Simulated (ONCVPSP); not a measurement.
# I (Z = 53): ONCV pseudisation with PBE, fully relativistic reference atom.

I (Z = 53), optimised norm-conserving Vanderbilt (ONCV), made with ONCVPSP 4.0.1 (PBE, fully relativistic). Core [Kr] 4d10, reference 5s2 5p4 (charge +1). Waves: 5s: rc 1.75 bohr, ncon 4, nbas 9, qcut 3.2 1/bohr, local; 5p: rc 1.75 bohr, ncon 3, nbas 7, qcut 5 1/bohr, 2 projectors, debl 0.7 Ha. Local part: the s channel. Core correction: Teter function, fcfact 1.75, rcfact 1.5.

Open shells are filled in proportion to 2j + 1.

Poles of the logarithmic derivatives, all-electron (AE) and pseudo (PS). s: poles at 1.7 (AE) and 1.3 (PS) Ha. p3/2: poles at 3.0 (AE) and 2.8 (PS) Ha. p1/2: poles at 2.7 (AE) and 2.6 (PS) Ha. Test radii: s 1.77, p3/2 1.77, p1/2 1.77 bohr.

* Cutoffs needed: 44 Ha and 76 Ha (the cutoffs (Ha) at which the residual kinetic energy of the hardest occupied pseudo-wave falls to 1 and 0.1 mHa per electron)
* Ghost test: no bound ghost flagged; GHOST(+) flagged for p3/2 at 549.1 eV
* Largest excitation error: -79 meV (all-electron minus pseudo) for 5s2 5p2, out of 4 test configurations
* rms error of d²Exc/dni dnj: 9.59 mHa without and 4.90 mHa with the model core
